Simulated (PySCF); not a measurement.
C₇H₁₃N.
SMILES with atom numbers: `[CH3:1][CH:2]([CH3:3])[C:4]([CH3:5])([CH3:6])[C:7]#[N:8]` (hydrogens: H9, H10, H11 on C1; H12 on C2; H13, H14, H15 on C3; H16, H17, H18 on C5; H19, H20, H21 on C6)

Cartesian coordinates in Å at the PBE0-D3(BJ)/def2-SVP level; atoms count from 1:
```
atom  x, y, z in Å
C1     1.548   -0.759    0.413
C2     0.644    0.193   -0.363
C3     1.346    1.530   -0.573
C4    -0.765    0.349    0.290
C5    -1.460   -1.013    0.442
C6    -1.664    1.273   -0.546
C7    -0.603    0.942    1.627
N8    -0.463    1.409    2.677
H9     1.141   -1.778    0.470
H10    1.710   -0.398    1.442
H11    2.533   -0.827   -0.073
H12    0.443   -0.252   -1.355
H13    1.495    2.052    0.386
H14    2.338    1.371   -1.021
H15    0.788    2.200   -1.242
H16   -1.525   -1.503   -0.541
H17   -2.480   -0.883    0.831
H18   -0.920   -1.678    1.128
H19   -1.276    2.298   -0.592
H20   -2.676    1.315   -0.118
H21   -1.740    0.881   -1.572
```

All values: CAM-B3LYP/def2-SVPD (PySCF, non-relativistic), on one gas-phase PBE0-D3(BJ)/def2-SVP geometry that isn't relaxed in the solvent. The solvent is an IEF-PCM continuum (Bondi radii, 1.10 Å for H, scaled by 1.2). Specific hydrogen bonds and non-electrostatic terms are outside this model.

Gas phase at CAM-B3LYP/def2-SVPD: HOMO -10.43 eV, LUMO 1.11 eV, dipole 4.11 D.

Problem. What does the continuum do to the energy, the frontier levels and the dipole at CAM-B3LYP/def2-SVPD in chloroform and acetone?

Solution. 
```json
{"solvent": "chloroform", "ε": "4.711", "E(solvent) − E(gas) (kcal/mol)": "-4.65", "polarisation term (kcal/mol)": "-5.43", "distortion of the solute (kcal/mol)": "0.78", "HOMO (eV)": "-10.38", "LUMO (eV)": "1.39", "dipole (D)": "5.12"}
{"solvent": "acetone", "ε": "20.49", "E(solvent) − E(gas) (kcal/mol)": "-6.17", "polarisation term (kcal/mol)": "-7.59", "distortion of the solute (kcal/mol)": "1.42", "HOMO (eV)": "-10.36", "LUMO (eV)": "1.45", "dipole (D)": "5.51"}
```

Polarisation term: ½ Σ q·V over the induced surface charges. Distortion: the rise of the solute's own energy as its density leaves the gas-phase optimum. From chloroform to acetone the lowering changes by a factor 1.33, Onsager's factor (ε − 1)/(2ε + 1) by 1.30 and ε itself by 4.3.

Problem. Which radius a makes the point-dipole formula ΔE = −[(ε − 1)/(2ε + 1)]·μ²/a³ give the value in acetone, with the gas-phase dipole?

Solution. μ = 1.618 au and |ΔE| = 0.00983 Eh give a = 2.64 Å; the farthest nucleus lies 2.85 Å from the centroid of the nuclei, so such a sphere wouldn't even hold the nuclei. The formula assumes a rigid point dipole at the centre of a sphere.

Problem. Give the dipole vector in the frame of the coordinates (D, pointing from negative to positive charge), gas and acetone.

Solution. Gas (-0.26, -1.65, -3.76), solvent (-0.46, -2.22, -5.03). Its length changes by +34 % and its direction by 1°.

Problem. How does the static polarisability (CAM-B3LYP/def2-SVPD, frozen core, with the continuum's full static response) change?

Solution. 
```
    medium  isotropic (au)  principal values (au)  ⟨r²⟩ of the electrons (bohr²)
       gas            86.7       83.2, 87.6, 89.4                         1010.6
chloroform           107.8    102.7, 106.5, 114.2                         1011.2
   acetone           116.8    110.8, 113.9, 125.6                         1011.4
```

The isotropic value in acetone is 1.35 times the gas-phase one; no cavity-field correction is applied. ⟨r²⟩ is taken about the centre of nuclear charge.
